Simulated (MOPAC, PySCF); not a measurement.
C2H5NO, SMILES `CNC=O` (C–N–C–O torsion 0°), neutral singlet in the gas phase. 

Z-matrix (Å, degrees):
```
N
H 1 1.0060
C 1 1.3557 2 117.56
O 3 1.2127 1 125.56 2 -179.99
H 3 1.1051 4 122.53 1 179.99
C 1 1.4501 2 119.18 3 180.00
H 6 1.0870 1 107.71 2 -179.99
H 6 1.0918 7 108.97 1 -120.61
H 6 1.0918 7 108.97 8 -118.79
```
Charge 0, multiplicity 1.

All levels are single points at this geometry (B3LYP-D3(BJ)/def2-TZVP); Pople sets use spherical d functions. Orbital energies aren't observables, and empty levels follow the basis.

PBE-D3(BJ)/def2-TZVP in PySCF gives gap (eV) = 5.42.

### Question
Estimate the gap (eV) from each of these levels: B3LYP-D3(BJ)/def2-TZVP in PySCF; B3LYP/3-21G in PySCF; B3LYP/6-311+G** in PySCF; B3LYP/6-31G* in PySCF; BP86/6-31G* in PySCF; SVWN5/6-31G* in PySCF; HF/3-21G in PySCF; HF/6-31G* in PySCF; HF/STO-3G in PySCF; AM1 in MOPAC; PM6 in MOPAC; PM7 in MOPAC.

### Answer

```json
[
 {"level": "B3LYP-D3(BJ)/def2-TZVP in PySCF", "gap (eV)": "7.63"},
 {"level": "B3LYP/3-21G in PySCF", "gap (eV)": "7.81"},
 {"level": "B3LYP/6-311+G** in PySCF", "gap (eV)": "7.07"},
 {"level": "B3LYP/6-31G* in PySCF", "gap (eV)": "7.81"},
 {"level": "BP86/6-31G* in PySCF", "gap (eV)": "5.55"},
 {"level": "SVWN5/6-31G* in PySCF", "gap (eV)": "5.44"},
 {"level": "HF/3-21G in PySCF", "gap (eV)": "16.12"},
 {"level": "HF/6-31G* in PySCF", "gap (eV)": "16.23"},
 {"level": "HF/STO-3G in PySCF", "gap (eV)": "17.09"},
 {"level": "AM1 in MOPAC", "gap (eV)": "11.86"},
 {"level": "PM6 in MOPAC", "gap (eV)": "11.13"},
 {"level": "PM7 in MOPAC", "gap (eV)": "11.22"}
]
```
